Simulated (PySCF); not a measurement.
# Ionisation energy of Cd²⁺ by level of theory

Cd²⁺ [Kr] 4d10 (1S) → Cd³⁺ [Kr] 4d9 (2D), as a difference of total energies. All numbers are calculated (PySCF 2.14, scalar relativity through the core potential, in aug-cc-pwCVDZ-PP with ECP28MDF (6s6p5d3f, 70 functions)). Correlated levels: valence: 4s2 4p6 frozen. The calculations carry no spin-orbit coupling.

```
           method  ionisation energy (eV)
              UHF                  35.922
    MP2 (valence)                  37.852
SCS-MP2 (valence)                  37.638
   CCSD (valence)                  37.519
CCSD(T) (valence)                  37.587
```

Q: How much does correlation contribute at CCSD(T) (valence)?

A: 37.587 − (35.922) = 1.665 eV, measured against UHF.

The reference lies between the lowest fine-structure levels, while these numbers refer to the centres of the terms.

Errors of the correlated levels include the incompleteness of this basis and the frozen core.

For comparison: 37.468 ± 0.006 eV (measured; NIST Atomic Spectra Database, ionization energies).
